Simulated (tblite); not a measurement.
Compound: C5H8NO (doublet state).
Structure used (GFN2-xTB), in Å, numbered top down from 1:
```xyz
15
C5H8NO angstrom
C      2.5595   -0.0752    0.0131
C      1.1855    0.1606   -0.5745
O      0.9345    1.1020   -1.3147
N      0.3317   -0.8440   -0.3113
C     -1.0036   -0.7961   -0.1852
C     -1.7000    0.2400    0.7288
C     -1.8723    0.3778   -0.7216
H      3.2190   -0.4269   -0.7779
H      2.5180   -0.8214    0.8004
H      2.9548    0.8636    0.3930
H     -1.4647   -1.7782   -0.2227
H     -1.0388    0.9293    1.2326
H     -2.5121   -0.1374    1.3317
H     -2.7999    0.0726   -1.1814
H     -1.3159    1.1414   -1.2437
```

All values are computed: GFN2-xTB (tblite) harmonic vibrations without scaling, gas phase. This tight-binding method is rough: wavenumbers can miss measured ones by several per cent, in bad cases by 10 to 20. One conformer, not necessarily the lowest. Open shells enter through the occupations alone, without spin polarisation, and single modes of such species can be off by tens of per cent. The optimisation stopped once no atom felt more than 0.01 eV/Å.

Lowest wavenumbers of the output (negative numbers stand for imaginary wavenumbers):
```
mode    cm-1
  1     -23.1
  2      61.5
  3      98.8
  4     181.1
  5     295.2
  6     376.8
  7     443.9
  8     569.9
  9     599.1
 10     708.8
```

Is this structure a minimum?

Not by this Hessian. 1 mode is imaginary beyond 20i (23i cm⁻¹), so at this level the point lies at or near a first-order saddle. The curvature is small, so loose convergence or finite differences may be the whole cause.

Which atoms move in the imaginary mode?

23i: H8 (hydrogen on carbon) 36 %, H10 (hydrogen on carbon) 32 %, H9 (hydrogen on carbon) 26 %. These are shares of the mass-weighted motion.

What is the remedy?

Step along that mode in both directions, optimise again with tighter thresholds and repeat the frequencies. The zero-point energy of this point (74.7 kcal/mol) counts the 38 real modes alone, and thermal corrections from it aren't those of a minimum.
